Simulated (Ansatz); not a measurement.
Harmonic frequencies (cm⁻¹) at PBE0-D4/def2-TZVP from Ansatz: 16, 42, 42, 194, 194, 203, 236, 236, 494, 714, 714, 735, 794, 794, 950, 951, 957, 1076, 2244, 2251, 2252.

Each molecule was computed in one conformer, which needn't be the lowest.

Which molecule is it?
A. `C[O][Ti]([F])([F])[F]`
B. `C[S][Ti]([F])([F])[Cl]`
C. `[F][Ti]([F])([F])[O][SiH3]`
D. `[OH][Ti]([SH])([SH])[SH]`

C.
